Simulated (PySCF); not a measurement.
Species: C₇H₁₀OSi.
Numbering: `[CH:1]#[C:2][C:3]1=[CH:4][C@@H:5]([CH3:6])[Si@H:7]([OH:8])[CH2:9]1` (hydrogens: H10 on C1; H11 on C4; H12 on C5; H13, H14, H15 on C6; H16 on Si7; H17 on O8; H18, H19 on C9)

Method: PySCF 2.14.0, PBE0-D3(BJ)/def2-SVP geometry optimisation, gas phase; density fitting, grid level 1; the optimiser is geomeTRIC in internal coordinates, started from a GFN2-xTB structure with every atom displaced at random (about 0.01 Å).

Step 0: E = -17322.2395 eV
```
atom  x, y, z in Å  |  force x, y, z in eV/Å
C1      2.6285    2.4934    1.1007   -0.269  -0.102  -0.091
C2      1.8110    1.7036    0.6927   -0.154  -0.171  -0.029
C3      0.8701    0.7760    0.1655    1.332   1.479  -0.056
C4      0.4782   -0.2744    0.8527   -1.868  -2.121   0.035
C5     -0.5466   -1.2084    0.1998    0.132   0.590   0.723
C6     -1.8401   -1.2458    1.0264    0.257  -0.881  -0.464
Si7    -0.7432   -0.5041   -1.5631    0.428   0.555   1.054
O8     -0.2519   -1.4947   -2.7631   -0.670  -0.216  -0.874
C9      0.3856    0.9973   -1.2133   -0.502  -0.253  -1.040
H10     3.2942    3.2157    1.4753    0.682   0.625   0.336
H11     0.7513   -0.4793    1.8801    0.375   0.056   0.356
H12    -0.1176   -2.2142    0.2137    0.071  -0.448  -0.243
H13    -2.5812   -1.9147    0.5549    0.039  -0.005   0.136
H14    -1.6574   -1.5952    2.0499    0.007  -0.078   0.150
H15    -2.2872   -0.2715    1.0883   -0.411   0.918   0.085
H16    -2.1121   -0.1852   -1.9765   -0.446   0.179   0.064
H17     0.6082   -1.8720   -2.7776    1.101  -0.443   0.045
H18    -0.1386    1.9565   -1.2820   -0.116   0.256  -0.107
H19     1.2288    1.0548   -1.9206    0.013   0.061  -0.080
```

Step 1: E = -17322.4424 eV
```
atom  x, y, z in Å  |  force x, y, z in eV/Å
C1      2.6320    2.5152    1.1258    0.174   0.199   0.110
C2      1.8375    1.7045    0.6986   -0.064  -0.051  -0.052
C3      0.9007    0.7847    0.1478   -0.129  -0.214  -0.051
C4      0.4525   -0.2958    0.8323    0.082   0.138   0.006
C5     -0.5634   -1.2157    0.2175    0.088  -0.088   0.000
C6     -1.8654   -1.2623    1.0231   -0.073   0.222   0.060
Si7    -0.7268   -0.5069   -1.5442   -0.004   0.060   0.009
O8     -0.2192   -1.5095   -2.7786    0.089  -0.087   0.015
C9      0.3790    1.0055   -1.2612    0.053   0.001   0.127
H10     3.3295    3.2342    1.5192   -0.047  -0.067  -0.036
H11     0.8086   -0.4762    1.8528   -0.002  -0.026   0.020
H12    -0.1525   -2.2453    0.1823   -0.002   0.061  -0.043
H13    -2.5996   -1.9427    0.5692   -0.021  -0.049  -0.029
H14    -1.6889   -1.5977    2.0588    0.009  -0.012  -0.026
H15    -2.3313   -0.2611    1.0843    0.043  -0.128  -0.024
H16    -2.1370   -0.1528   -1.8693    0.031  -0.066  -0.098
H17     0.6697   -1.8832   -2.7435   -0.201   0.142   0.058
H18    -0.1576    1.9670   -1.3307   -0.027  -0.018  -0.009
H19     1.2121    1.0758   -1.9803    0.003  -0.019  -0.037
```

Task: Estimate the geometry and energy of step 2. (The exact step hangs on the optimiser's Hessian estimate; all steps are aligned on step 1, rigid shifts and turns removed.)

Result: E = -17322.4494 eV, largest force 0.083 eV/Å
```
atom  x, y, z in Å  |  force x, y, z in eV/Å
C1      2.6428    2.5165    1.1182   -0.029  -0.016  -0.005
C2      1.8416    1.7063    0.6971    0.028   0.035   0.006
C3      0.8990    0.7846    0.1529   -0.004  -0.040  -0.009
C4      0.4529   -0.2922    0.8411    0.000   0.036  -0.033
C5     -0.5619   -1.2114    0.2192    0.029  -0.016   0.045
C6     -1.8687   -1.2642    1.0183   -0.021   0.029   0.012
Si7    -0.7311   -0.5018   -1.5407   -0.032   0.059   0.048
O8     -0.2223   -1.5070   -2.7687   -0.023  -0.057  -0.040
C9      0.3756    1.0064   -1.2539    0.045   0.013   0.057
H10     3.3465    3.2304    1.5037    0.009  -0.001  -0.001
H11     0.8096   -0.4775    1.8612   -0.007  -0.007  -0.009
H12    -0.1465   -2.2370    0.1764   -0.007   0.002  -0.026
H13    -2.5949   -1.9507    0.5565    0.007  -0.010   0.003
H14    -1.6946   -1.6037    2.0525   -0.003  -0.007  -0.002
H15    -2.3413   -0.2703    1.0780    0.005  -0.015  -0.015
H16    -2.1386   -0.1631   -1.8876    0.008  -0.024  -0.042
H17     0.6672   -1.8669   -2.7178    0.012   0.025   0.024
H18    -0.1627    1.9668   -1.3261   -0.005  -0.003   0.004
H19     1.2071    1.0724   -1.9763   -0.012  -0.003  -0.015
```

The energy changes by -0.0070 eV. The first-order estimate −F·Δx gives -0.0111 eV and the mean of the old and new forces, exact on a quadratic surface, -0.0069 eV. The step makes an angle of 73° with the force vector and moves no atom by more than 0.031 Å.

The cost below is that of the whole optimisation. Time: 7.0 min wall; peak memory 0.86 GiB. Hardware: an Intel Xeon at 2.70 GHz with one thread, shared host with 64 logical CPUs at a one-minute load of 60.
